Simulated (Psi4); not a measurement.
C$_{2}$H$_{5}$O (SMILES CC[O]), doublet, at a GFN2-xTB geometry, with bond 5-2 at 1.6 times its length; CAM-B3LYP/STO-3G (Psi4).

Psi4 was given this input:
```
memory 2 GB

molecule mol {
0 2
C     1.047024   -0.592239   -0.007778
C    -0.033474    0.487246   -0.001258
O    -1.283881    0.104237    0.011538
H     0.146305    1.197116    0.849888
H     0.228869    1.614237   -1.375454
H     2.036772   -0.143996   -0.018373
H     0.946215   -1.221511    0.873826
H     0.929965   -1.227162   -0.883301
}

set {
  basis sto-3g
  reference uks
  damping_percentage 50
}

energy('cam-b3lyp')
print_variables()
```

Question: What does Psi4 print? Leave out banner, timings and long lists.

Answer: 
```
   => Loading Basis Set <=

    Name: STO-3G
    Role: ORBITAL
    Keyword: BASIS

         ---------------------------------------------------------
                                   SCF
               by Justin Turney, Rob Parrish, Andy Simmonett
                          and Daniel G. A. Smith
                              UKS Reference
         ---------------------------------------------------------

  ==> Geometry <==

    Molecular point group: c1
    Full point group: C1

    Geometry (in Angstrom), charge = 0, multiplicity = 2:

       Center              X                  Y                   Z               Mass
    ------------   -----------------  -----------------  -----------------  -----------------
         C            1.136984533682    -0.606178258561     0.002916735801    12.000000000000
         C            0.056486533682     0.473306741439     0.009436735801    12.000000000000
         O           -1.193920466318     0.090297741439     0.022232735801    15.994914619570
         H            0.236265533682     1.183176741439     0.860582735801     1.007825032230
         H            0.318829533682     1.600297741439    -1.364759264199     1.007825032230
         H            2.126732533682    -0.157935258561    -0.007678264199     1.007825032230
         H            1.036175533682    -1.235450258561     0.884520735801     1.007825032230
         H            1.019925533682    -1.241101258561    -0.872606264199     1.007825032230

  Running in c1 symmetry.

  Rotational constants: A =      1.15945  B =      0.31731  C =      0.28199 [cm^-1]
  Rotational constants: A =  34759.49848  B =   9512.80142  C =   8453.95984 [MHz]
  Nuclear repulsion =   73.120009442329660

  Charge       = 0
  Multiplicity = 2
  Electrons    = 25
  Nalpha       = 13
  Nbeta        = 12

  ==> Algorithm <==

  SCF Algorithm Type is DF.
  DIIS enabled.
  MOM disabled.
  Fractional occupation disabled.
  Guess Type is SAD.
  Energy threshold   = 1.00e-06
  Density threshold  = 1.00e-06
  Integral threshold = 1.00e-12

  ==> Primary Basis <==

  Basis Set: STO-3G
    Blend: STO-3G
    Number of shells: 14
    Number of basis functions: 20
    Number of Cartesian functions: 20
    Spherical Harmonics?: true
    Max angular momentum: 1

  ==> DFT Potential <==

   => LibXC <=

    Version 7.1.2
    S. Lehtola, C. Steigemann, M. J. T. Oliveira, and M. A. L. Marques,  SoftwareX 7, 1–5 (2018) (10.1016/j.softx.2017.11.002)

   => Composite Functional: CAM-B3LYP <=

    CAM-B3LYP Hyb-GGA Exchange-Correlation Functional

    T. Yanai, D. P. Tew, and N. C. Handy,  Chem. Phys. Lett. 393, 51 (2004) (10.1016/j.cplett.2004.06.011)

    Deriv               =              1
    GGA                 =           TRUE
    Meta                =          FALSE

    Exchange Hybrid     =           TRUE
    MP2 Hybrid          =          FALSE

   => Exchange Functionals <=

    0.3500         Becke 88 [omega = 0.3300]
    0.4600   Short-range recipe for B88 functional - erf [omega = 0.3300]

   => Exact (HF) Exchange <=

    0.4600            HF,LR [omega = 0.3300]
    0.1900               HF

   => Correlation Functionals <=

    0.1900   Vosko, Wilk & Nusair (VWN5)
    0.8100   Lee, Yang & Parr

   => LibXC Density Thresholds  <==

    XC_HYB_GGA_XC_CAM_B3LYP:  1.00E-14

   => Molecular Quadrature <=

    Radial Scheme          =       TREUTLER
    Pruning Scheme         =           NONE
    Nuclear Scheme         =       TREUTLER

    Blocking Scheme        =         OCTREE
    BS radius alpha        =              1
    Pruning alpha          =              1
    Radial Points          =             75
    Spherical Points       =            302
    Total Points           =         171968
    Total Blocks           =           1343
    Max Points             =            256
    Max Functions          =             20
    Weights Tolerance      =       1.00E-15

   => Loading Basis Set <=

    Name: (STO-3G AUX)
    Role: JKFIT
[...]
   @DF-UKS iter  74:  -152.18691339125175    2.36836e-03   1.58349e-04 ADIIS/DIIS/DAMP=50%
   @DF-UKS iter  75:  -152.18932970971107   -2.41632e-03   1.23349e-04 ADIIS/DIIS/DAMP=50%
   @DF-UKS iter  76:  -152.18719771448210    2.13200e-03   1.56537e-04 ADIIS/DIIS/DAMP=50%
   @DF-UKS iter  77:  -152.18633571923937    8.61995e-04   2.70684e-04 ADIIS/DIIS/DAMP=50%
   @DF-UKS iter  78:  -152.18688623552652   -5.50516e-04   1.97651e-04 ADIIS/DIIS/DAMP=50%
   @DF-UKS iter  79:  -152.18595717935804    9.29056e-04   1.92571e-04 ADIIS/DIIS/DAMP=50%
   @DF-UKS iter  80:  -152.18756988788604   -1.61271e-03   7.10095e-05 DIIS/DAMP=50%
   @DF-UKS iter  81:  -152.18961520424443   -2.04532e-03   1.53936e-04 ADIIS/DIIS/DAMP=50%
   @DF-UKS iter  82:  -152.18766484704429    1.95036e-03   1.40285e-04 ADIIS/DIIS/DAMP=50%
   @DF-UKS iter  83:  -152.18738798455706    2.76862e-04   1.75226e-04 ADIIS/DIIS/DAMP=50%
   @DF-UKS iter  84:  -152.18841405768413   -1.02607e-03   1.46586e-04 ADIIS/DIIS/DAMP=50%
   @DF-UKS iter  85:  -152.18944029691650   -1.02624e-03   1.61180e-04 ADIIS/DIIS/DAMP=50%
   @DF-UKS iter  86:  -152.18791817392000    1.52212e-03   3.94489e-04 ADIIS/DIIS/DAMP=50%
   @DF-UKS iter  87:  -152.18723717578325    6.80998e-04   5.08321e-04 ADIIS/DIIS/DAMP=50%
   @DF-UKS iter  88:  -152.18677834224241    4.58834e-04   5.58755e-04 ADIIS/DIIS/DAMP=50%
   @DF-UKS iter  89:  -152.18632250479109    4.55837e-04   5.44582e-04 ADIIS/DIIS/DAMP=50%
   @DF-UKS iter  90:  -152.18612070048655    2.01804e-04   5.21748e-04 ADIIS/DIIS/DAMP=50%
   @DF-UKS iter  91:  -152.18713601778245   -1.01532e-03   4.82268e-04 ADIIS/DIIS/DAMP=50%
   @DF-UKS iter  92:  -152.18590636728416    1.22965e-03   5.83569e-04 ADIIS/DIIS/DAMP=50%
   @DF-UKS iter  93:  -152.18660066620930   -6.94299e-04   4.58658e-04 ADIIS/DIIS/DAMP=50%
   @DF-UKS iter  94:  -152.18717839645205   -5.77730e-04   4.32319e-04 ADIIS/DIIS/DAMP=50%
   @DF-UKS iter  95:  -152.18674160430450    4.36792e-04   3.66423e-04 ADIIS/DIIS/DAMP=50%
   @DF-UKS iter  96:  -152.18711512600166   -3.73522e-04   2.56875e-04 ADIIS/DIIS/DAMP=50%
   @DF-UKS iter  97:  -152.18714567098428   -3.05450e-05   2.59020e-04 ADIIS/DIIS/DAMP=50%
   @DF-UKS iter  98:  -152.18755622069881   -4.10550e-04   1.94395e-04 ADIIS/DIIS/DAMP=50%
   @DF-UKS iter  99:  -152.18781853743332   -2.62317e-04   2.14205e-04 ADIIS/DIIS/DAMP=50%
   @DF-UKS iter 100:  -152.18734969642844    4.68841e-04   2.99618e-04 ADIIS/DIIS/DAMP=50%

PsiException: Could not converge SCF iterations in 100 iterations.

  Failed to converge.

Traceback (most recent call last):
  File "psi4", line 375, in <module>
  File "<string>", line 30, in <module>
  File "site-packages/psi4/driver/driver.py", line 533, in energy
  File "site-packages/psi4/driver/procrouting/proc.py", line 2760, in run_scf
  File "site-packages/psi4/driver/procrouting/proc.py", line 2047, in scf_helper
  File "site-packages/psi4/driver/procrouting/scf_proc/scf_iterator.py", line 93, in scf_compute_energy
  File "site-packages/psi4/driver/procrouting/scf_proc/scf_iterator.py", line 86, in scf_compute_energy
  File "site-packages/psi4/driver/procrouting/scf_proc/scf_iterator.py", line 609, in scf_iterate

psi4.driver.p4util.exceptions.SCFConvergenceError: Could not converge SCF iterations in 100 iterations.

Printing out the relevant lines from the Psithon --> Python processed input file:
    ""","mol")
    core.IO.set_default_namespace("mol")
    core.set_global_option("BASIS", "sto-3g")
    core.set_global_option("REFERENCE", "uks")
    core.set_global_option("DAMPING_PERCENTAGE", 50)
--> energy('cam-b3lyp')
    print_variables()

!-------------------------------------------------------!
!                                                       !
!  Could not converge SCF iterations in 100 iterations. !
!                                                       !
!-------------------------------------------------------!
```

The run did not converge; its last values are not results.
